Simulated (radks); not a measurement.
The numbers below are computed, except where a source is named.
Ionisation of neutral manganese, [Ar] 3d5 4s2, to [Ar] 3d5 4s1 as the strength of local exchange is varied. Level of theory: non-relativistic Kohn-Sham, Slater X-alpha exchange (alpha = 2/3 is LDA exchange), no correlation, spin-polarised, spherical densities, point nucleus; open shells are filled with parallel spins first (a radial shooting solver on a logarithmic mesh with Libxc functionals).

alpha  E(Mn) (hartree)  exchange (hartree)  IE (eV)  -e of the level emptied (eV)  <r> of it (bohr)
0.667      -1146.60682           -47.54665    5.996                    3.485 (4s)             3.478
0.728      -1150.96359           -52.09596    6.244                    3.769 (4s)             3.432
0.77       -1153.97310           -55.24742    6.420                    3.971 (4s)             3.400
0.981      -1169.21228           -71.31438    7.376                    5.074 (4s)             3.242
1.037      -1173.29022           -75.64387    7.647                    5.389 (4s)             3.201
?          -1158.35822           -59.85225    6.685                    4.276 (4s)             3.354

Which alpha was used in the last row?

Answer. alpha = 0.831. NIST Atomic Spectra Database: 7.434 eV (measured). The Delta-SCF value meets it near alpha = 0.99. Open shells are spherical and high-spin; term and fine-structure splittings are not resolved.
